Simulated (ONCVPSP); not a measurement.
## Transferability test, ONCV potential for Co

Co (Z = 27), optimised norm-conserving Vanderbilt (ONCV), made with ONCVPSP 4.0.1 (PBE, scalar-relativistic). Core [Ar], reference 3d7 4s2. Waves: 4s: rc 1.90 bohr, ncon 3, nbas 8, qcut 3.3 1/bohr, 2 projectors, debl 2.8 Ha; p scattering state at 0.13 Ha: rc 2.05 bohr, ncon 5, nbas 9, qcut 3.2 1/bohr, 3 projectors, debl 3.4 Ha; 3d: rc 1.05 bohr, ncon 4, nbas 8, qcut 13.6 1/bohr, 2 projectors, debl 1.9 Ha. Local part: polynomial inside 1.05 bohr (lpopt 4, dvloc0 0 Ha). Core correction: Teter function, fcfact 4.75, rcfact 1.55.

Energies are relative to the spin-unpolarised reference configuration 3d7 4s2; without spin polarisation the order of configurations can differ from experiment.

| valence configuration | charge | ΔE all-electron (eV) | error AE − PS (meV) |
| --- | --- | --- | --- |
| 3d7 4s1 | +1 | 9.031 | -28 |
| 3d6 4s0 | +3 | 61.686 | -435 |
| 3d6 4s2 | +1 | 15.182 | -200 |

(1) What are ΔE and the potential's error for 3d7 4s0?

Levels in the configuration 3d6 4s2:

| level | all-electron (eV) | pseudo (eV) |
| --- | --- | --- |
| 3d | -22.788 | -23.264 |
| 4s | -14.528 | -14.482 |

Note: ghosts flagged at negative energy: p at -25.6 eV, p at -0.01 eV; GHOST(+) flagged for s at 30.2 eV. A true bound ghost makes a file unfit for plane-wave use.

Answers

(1) ΔE = 25.816 eV all-electron; the error (AE − PS) is -207 meV.
